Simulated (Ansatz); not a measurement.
GeEt2Me2 (C₆H₁₆Ge), relaxed as a singlet with RKS r2SCAN-D4/def2-SVP in Ansatz, starting from the GFN2-xTB geometry. Force threshold 0.02 eV/Å.

Start:

Cartesian coordinates in Å:
```
C -0.419 1.730 -0.982
C -0.497 2.767 0.128
C 1.504 -0.356 0.679
C 1.752 -1.774 1.171
C -0.261 -1.391 -1.872
C -1.744 -0.595 0.894
Ge -0.226 -0.153 -0.314
H -1.319 1.785 -1.596
H 0.422 1.959 -1.638
H -0.613 3.769 -0.283
H -1.346 2.566 0.779
H 0.407 2.750 0.734
H 1.505 0.329 1.528
H 2.322 -0.048 0.025
H 2.699 -1.840 1.705
H 0.958 -2.088 1.846
H 1.783 -2.469 0.336
H -0.242 -2.425 -1.542
H 0.595 -1.226 -2.520
H -1.163 -1.242 -2.459
H -1.732 -1.650 1.154
H -2.693 -0.378 0.412
H -1.690 -0.020 1.814
```

| step | energy (eV) | largest force component (eV/Å) | SCF passes |
| --- | --- | --- | --- |
| 1 | -62986.2042 | 0.797 | 18 |
| 2 | -62986.3048 | 0.317 | 19 |
| 3 | -62986.3139 | 0.048 | 20 |
| 4 | -62986.3146 | 0.019 | 20 |

Force components are those of the run's own axes.

End:

```xyz
23

C    -0.4174    1.7002   -0.9689
C    -0.4825    2.7455    0.1450
C     1.4688   -0.3453    0.6518
C     1.7284   -1.7625    1.1641
C    -0.2520   -1.3779   -1.8545
C    -1.7201   -0.5827    0.8732
Ge   -0.2292   -0.1506   -0.3262
H    -1.3266    1.7468   -1.5955
H     0.4291    1.9096   -1.6477
H    -0.5911    3.7693   -0.2519
H    -1.3371    2.5671    0.8190
H     0.4282    2.7349    0.7673
H     1.4635    0.3717    1.4925
H     2.2846   -0.0210   -0.0196
H     2.6844   -1.8383    1.7101
H     0.9347   -2.0971    1.8531
H     1.7687   -2.4920    0.3379
H    -0.1941   -2.4265   -1.5224
H     0.5990   -1.1831   -2.5267
H    -1.1808   -1.2562   -2.4343
H    -1.6835   -1.6404    1.1783
H    -2.6854   -0.4075    0.3715
H    -1.6896    0.0362    1.7840
```

By distances, no bond broke or formed. The bond that changes most is C1–Ge7, from 2.01 to 1.97 Å (atoms count from 1).

No frequencies were taken in this run, so the end may be a saddle point.

It took 18 s on 4 threads of Arm Neoverse V1 on a shared host.
